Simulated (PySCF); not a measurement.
Molecule: SMILES BPB(C)SC, C2H9B2PS.

Bonds (- single, = double, # triple, : aromatic): B1-P2, P2-B3, B3-C4, B3-S5, S5-C6. B1 carries H7, H8; P2 carries H9; C4 carries H10, H11, H12; C6 carries H13, H14, H15.

Frames of a GFN2-xTB Langevin trajectory at 300 K; GIAO PBE0/pcSseg-1 shieldings in PySCF 2.14, gas phase, non-relativistic; equivalent atoms averaged within each frame.

Chemical shifts δ = σref − σ; BF3·OEt2 for 11B (100.07 ppm); H3PO4 for 31P (318.38 ppm); TMS for 13C (186.93 ppm) and 1H (31.72 ppm); CS2 for 33S (503.73 ppm), all at this level. The references are static minima.

How do the shifts (ppm) fluctuate along the trajectory?

Answers


| time (fs) | B1 | B3 | P2 | C6 | C4 | S5 | H7/H8 | H9 | H13/H14/H15 | H10/H11/H12 |
| --- | --- | --- | --- | --- | --- | --- | --- | --- | --- | --- |
| optimised geometry | 67.3 | 68.7 | -42.5 | 18.6 | 7.3 | 52 | 7.69 | 4.65 | 2.29 | 1.20 |
| 250 | 73.7 | 67.9 | -44.5 | 22.1 | 9.1 | 101 | 8.18 | 4.76 | 2.57 | 2.14 |
| 425 | 71.2 | 67.8 | -66.9 | 20.6 | 13.1 | 67 | 7.88 | 4.25 | 2.67 | 1.30 |
| 625 | 63.6 | 63.2 | -49.8 | 14.2 | 5.8 | 41 | 7.31 | 4.29 | 1.65 | 0.82 |
| 800 | 67.0 | 74.7 | -53.8 | 9.7 | 7.9 | 27 | 7.49 | 5.13 | 1.97 | 1.04 |
| 1000 | 53.4 | 64.7 | -14.7 | 15.7 | 5.2 | 56 | 7.36 | 5.48 | 2.04 | 1.18 |
| mean of frames | 65.8 | 67.6 | -45.9 | 16.4 | 8.2 | 58 | 7.64 | 4.78 | 2.18 | 1.30 |
| standard deviation | 7.9 | 4.4 | 19.3 | 5.0 | 3.2 | 28 | 0.37 | 0.53 | 0.43 | 0.51 |

5 frames give an uncertainty of the mean of about the standard deviation over 2.2 at best, since frames this close in time may not be independent; classical motion lacks zero-point vibration, and the reference would need the same averaging.
